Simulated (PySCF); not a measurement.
Ligands exchanged one at a time, Ge OH-OCH3. Gas-phase values, no solvent. One relaxed conformer stands for each flexible species; it need not be the lowest. Strings in code marks are SMILES.

Method: PBE-D3(BJ)/def2-TZVP // PBE0-D3(BJ)/def2-SVP (PySCF). Excitations are Tamm–Dancoff values on a coarser integration grid. The basis has no diffuse functions, so Rydberg states are missing or too high.

```
species                                                    S1 oscillator strength  S1 excitation (TDA) (eV)
---------------------------------------------------------  ----------------------  ------------------------
0 of 4 OH replaced by OCH3 (`[Ge]([OH])([OH])([OH])[OH]`)                   0.014                      6.28
1 of 4 OH replaced by OCH3 (`[OH][Ge]([OH])([O]C)[OH]`)                         ?                      5.55
3 of 4 OH replaced by OCH3                                                  0.006                      5.62
4 of 4 OH replaced by OCH3 (`[O](C)[Ge]([O]C)([O]C)[O]C`)                   0.011                         ?
```

**Question.** Some entries are withheld; supply them.

**Answer.** 
- 1 of 4 OH replaced by OCH3 (`[OH][Ge]([OH])([O]C)[OH]`), S1 oscillator strength: 0.005
- 4 of 4 OH replaced by OCH3 (`[O](C)[Ge]([O]C)([O]C)[O]C`), S1 excitation (TDA) (eV): 5.77
